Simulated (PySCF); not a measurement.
Compound: 4-aminostyrene, C8H9N.
Atom-mapped SMILES: `[CH2:1]=[CH:2][c:3]1[cH:4][cH:5][c:6]([NH2:7])[cH:8][cH:9]1` (hydrogens: H10, H11 on C1; H12 on C2; H13 on C4; H14 on C5; H15, H16 on N7; H17 on C8; H18 on C9)

Computed by this run: PBE0-D3(BJ)/def2-SVP geometry optimisation, gas phase (PySCF 2.14.0); density fitting, grid level 2; the optimiser is geomeTRIC in internal coordinates, started from a GFN2-xTB structure.

Geometry at step 0:
```
atom  x, y, z in Å
C1      3.0675    0.8374   -1.0145
C2      2.3462    0.4536    0.0332
C3      0.9240    0.1498    0.0566
C4      0.3318   -0.2402    1.2604
C5     -1.0105   -0.5384    1.3411
C6     -1.8226   -0.4539    0.2094
N7     -3.1525   -0.8141    0.2644
C8     -1.2400   -0.0628   -0.9980
C9      0.1035    0.2289   -1.0708
H10     2.6465    0.9668   -1.9969
H11     4.1217    1.0381   -0.9253
H12     2.8405    0.3429    0.9916
H13     0.9416   -0.3056    2.1510
H14    -1.4464   -0.8404    2.2836
H15    -3.5812   -0.8164    1.1754
H16    -3.7411   -0.4737   -0.4784
H17    -1.8597    0.0083   -1.8813
H18     0.5218    0.5259   -2.0199
```

Task: Give the atomic forces at this geometry.

Result: 
```csv
atom,Fx (eV/Å),Fy (eV/Å),Fz (eV/Å)
C1,0.199,0.050,-0.043
C2,-0.260,-0.073,0.048
C3,0.158,-0.003,0.120
C4,0.024,0.065,-0.180
C5,-0.102,0.018,0.003
C6,-0.538,-0.274,0.087
N7,0.252,-0.011,-0.043
C8,0.021,0.045,-0.044
C9,-0.040,-0.021,0.153
H10,-0.294,0.065,-0.560
H11,0.570,0.097,0.099
H12,0.253,-0.027,0.374
H13,0.267,-0.031,0.360
H14,-0.157,-0.132,0.393
H15,-0.146,0.017,0.129
H16,-0.168,0.055,-0.076
H17,-0.229,0.018,-0.388
H18,0.190,0.142,-0.430
```

The largest, 0.64 eV/Å, acts on H10; the rms over all components is 0.217 eV/Å. The forces sum to zero within rounding, as they must for an isolated molecule in no field.

Task: Give the force on H10 in Eh/bohr and in nN.

Result: 0.636 eV/Å ÷ 51.422 = 0.01237 Eh/bohr, and 0.636 eV/Å × 1.602 = 1.02 nN.

Task: How far is this geometry from the end of the optimisation?

Result: 0.049 eV above it, and 0.026 Å rms away after alignment. The bonds farthest from their final lengths, with half the difference of the two atoms' forces along the bond (positive lengthens):

```
  bond  now (Å)  final (Å)  force along bond (eV/Å)
C1–H10    1.077      1.093                    +0.33
C1–H11    1.077      1.092                    +0.19
C9–H18    1.079      1.092                    +0.32
C2–H12    1.084      1.096                    +0.26
C4–H13    1.081      1.093                    +0.29
 C6–C8    1.396      1.409                    +0.22
```

The angle farthest from its final value is H15–N7–H16, 114.8° against 113.8°.

Of the 6 listed bonds off by 0.010 Å or more, this force points towards the final length in 6.

What follows is the cost of the whole optimisation. Time: 94 s wall; peak memory 0.79 GiB. Hardware: an Arm Neoverse N1 with one thread, on a shared host.
